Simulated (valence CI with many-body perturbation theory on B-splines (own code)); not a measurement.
# Cs⁴⁹⁺ in brief

Computed by relativistic CI+MBPT: four valence electrons over a frozen Dirac-Fock core [He], a basis of 11 s, 11 p, 9 d, 7 f, 5 g, 2 h, 1 i functions for each j, with the one-electron correlation potential Σ1, the two-electron term Σ2, the three-electron term Σ3, Breit, model QED; selected CI, second order for the rest (own B-spline code, finite nucleus).

The last digits are not significant, and no measured levels were compared; by estimate large intervals hold to a few tenths of a per cent, small ones and those within an open d or f shell to about a per cent. Among the levels kept, up to 280 cm⁻¹ of a level comes from second order outside the variational space, and about a tenth of that is noise between levels of different J, which matters for small intervals.

Levels are named by their leading jj configuration (3d3/2^4 stands for four electrons in 3d with j = 3/2), which in mixed levels can hold well under half, so a name can repeat and another be missing.

Rates and lifetimes use the calculated energies. Strong lines usually hold to 10 to 20 %, long lifetimes can be off by a factor of two.

(1) What is the ground level?

(2) Among levels below 6114.6 eV, which E1 lines absorb most strongly from the ground level?

(3) How well does LS coupling describe the low levels?

(4) Name the longest-lived excited levels whose lifetime is computed, and their main decay.

(5) Where does the other parity begin?

## Answers

(1) (2s^2 2p1/2^2) J=0, composition 70 % 2s2 2p2 3P + 29 % 2s2 2p2 1S.

(2) to (2s 2p1/2^2 3p1/2) J=1 at 0.2261 nm, f = 0.851; to (2s^2 2p1/2 3d3/2) J=1 at 0.2252 nm, f = 0.629; to (2s 2p1/2^2 3p3/2) J=1 at 0.2209 nm, f = 0.370.

(3) Among the lowest 20 levels the leading LS term, summed over configurations, holds 66 % on average. For single configurations the figures are 66 % in LS and 99 % in jj coupling. Terms mix most in the J = 1 level at 614.7 eV, where the leading one holds 36 %.

(4) (2s^2 2p1/2 2p3/2) J=2 at 377.6 eV lives 2.15 μs, mostly by E2 to (2s^2 2p1/2^2) J=0; (2s^2 2p1/2 2p3/2) J=1 at 361.7 eV lives 3.23 ns, mostly by M1 to (2s^2 2p1/2^2) J=0.

(5) At (2s 2p1/2^2 2p3/2) J=2, 552.7 eV.
